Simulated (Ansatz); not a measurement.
`C[Si](F)(F)[SiH3]` → `F[Si]F` + `C[SiH3]` at 500 K and 1 bar (silylene formation by 1,1-elimination).

Program: Ansatz. Geometries: PBE0-D4/def2-TZVP. ΔE: electronic, gas phase. CCSD(T)/CBS adds triple-zeta CCSD(T) − MP2 to the extrapolated MP2 energy (def2 sets, frozen cores). This one scheme is used for every species.

```tsv
species	CCSD(T)/CBS energy (Eh)	H − E (kJ/mol)	S (J/(mol·K))
`C[Si](F)(F)[SiH3]`	-819.55181	231.4	444.1
`F[Si]F`	-488.75686	33.3	281.7
`C[SiH3]`	-330.73916	189.7	296.8
```

H − E and S are ideal-gas, rigid-rotor, harmonic terms from PBE0-D4/def2-TZVP. 1 Eh = 2625.50 kJ/mol, R = 8.31446 J/(mol·K).

Q: By hand: ΔE, ΔH, ΔS and ΔG.

A: ΔE = (-488.75686) + (-330.73916) − (-819.55181) = 0.05579 Eh = 146.5 kJ/mol. Δ(H − E) = 33.3 + 189.7 − 231.4 = -8.4, so ΔH = 138.1 kJ/mol. ΔS = 281.7 + 296.8 − 444.1 = 134.4 J/(mol·K). ΔG = 138.1 − 500 × (134.4)/1000 = 70.9 kJ/mol.

Q: By hand: the equilibrium constant, and the temperature at which ΔG would vanish if ΔH and ΔS stayed fixed.

A: log₁₀ K = −ΔG/(RT ln 10) = -7.4. ΔG = 0 at ΔH/ΔS = 1028 K.

The number of gas molecules changes by +1, which sets the sign of ΔS. A doubt of 5 kJ/mol in ΔE shifts log₁₀ K by 0.5 here. These are equilibria of isolated gas molecules and say nothing of rates. Largest T1 diagnostic: 0.015 (customary marks: 0.02 for closed shells, 0.045 for open ones).
